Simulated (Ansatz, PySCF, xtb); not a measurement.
Reaction R1 → P1, each structure at its B3LYP-D3(BJ)/def2-TZVP stationary point, reached from a drawn start; harmonic modes at that level show minima.
R1, C2H2F2 (SMILES F/C=C\F) (charge 0, multiplicity 1):
```csv
atom,x (Å),y (Å),z (Å)
F,1.4138,1.0119,-0.0375
C,0.6579,-0.0938,-0.0066
C,-0.6623,-0.0535,0.0095
F,-1.3500,1.0962,-0.0036
H,1.2161,-1.0184,0.0039
H,-1.2754,-0.9424,0.0344
```
P1, C2H2F2 (SMILES F/C=C/F) (charge 0, multiplicity 1, Z-matrix in Å and degrees):
```
C
C 1 1.3198
F 1 1.3452 2 120.22
F 2 1.3452 1 120.22 3 -180.00
H 1 1.0806 2 125.33 4 0.00
H 2 1.0806 1 125.33 5 180.00
```

| level | reaction energy (kJ/mol) | minus CCSD(T)/cc-pVQZ |
|---|---|---|
| GFN1-xTB | -5.1 | -8.6 |
| GFN2-xTB | -11.3 | -14.8 |
| PBE-D3(BJ)/def2-TZVPP | 3.5 | 0.1 |
| BLYP-D3(BJ)/def2-TZVPP | 2.8 | -0.6 |
| BLYP-D4/def2-TZVPP | 3.1 | -0.3 |
| revPBE/def2-TZVPP | 3.4 | -0.1 |
| revPBE-D3(BJ)/def2-TZVPP | 3.5 | 0.1 |
| r2SCAN-D3(BJ)/def2-TZVPP | 4.3 | 0.9 |
| B3LYP/def2-TZVPP | 2.9 | -0.6 |
| BHLYP/def2-TZVPP | 2.9 | -0.5 |
| BHLYP-D3(BJ)/def2-TZVPP | 3.0 | -0.4 |
| M06-2X/def2-TZVPP | 2.5 | -1.0 |
| CAM-B3LYP/def2-TZVPP | 2.6 | -0.8 |
| wB97M-V/def2-TZVPP | 2.7 | -0.8 |
| B2PLYP-D3(BJ)/def2-TZVPP | 3.2 | -0.2 |
| SCS-MP2/cc-pVDZ | 0.1 | -3.4 |
| SCS-MP2/cc-pVQZ | 3.8 | 0.3 |
| CCSD/cc-pVDZ | -0.4 | -3.8 |
| CCSD(T)/cc-pVTZ | 2.3 | -1.1 |
| CCSD(T)/cc-pVQZ | 3.4 | 0.0 |

 The comparison column counts from a level with limits of its own.

P less R. No zero-point or thermal terms.

Correlated levels freeze the cores.

Run with Ansatz (Gaussian orbitals); PySCF for M06-2X and the D3/D4 terms; xtb for the GFN methods. All values are computed, each at the level named.

Ansatz is a program for electronic structure.
